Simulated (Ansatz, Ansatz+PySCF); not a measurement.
```tsv
atom	x (Å)	y (Å)	z (Å)
Li	0.0000	0.0000	0.0000
Be	0.8097	1.0796	2.3374
```

Basis set: STO-3G (spherical functions). All electrons are correlated. Correlation on ROHF uses semicanonical orbitals with singles. Charge 0, multiplicity 2.

Computed with Ansatz (development build ahead of 0.2.0); the reference of a correlated method needn't be the lowest determinant of its kind.

(1) Give the atomization energy at this shape (free ground-state atoms in the same class of orbitals less the molecule, no zero-point energy) of doublet BeLi by full CI (lowest root of this spin), ROHF-CCSD(T), ROHF-CCSD.

Results:

(1)

```json
{"method": "full CI (lowest root of this spin)", "atomization energy": "4.56 kcal/mol"}
{"method": "ROHF-CCSD(T)", "atomization energy": "4.45 kcal/mol"}
{"method": "ROHF-CCSD", "atomization energy": "4.29 kcal/mol"}
```

Caution for ROHF-CCSD(T), ROHF-CCSD: the reference determinant was not shown to be the lowest.

This basis has no polarisation functions and is too small for such energies, which can lie far from measured ones in either direction.
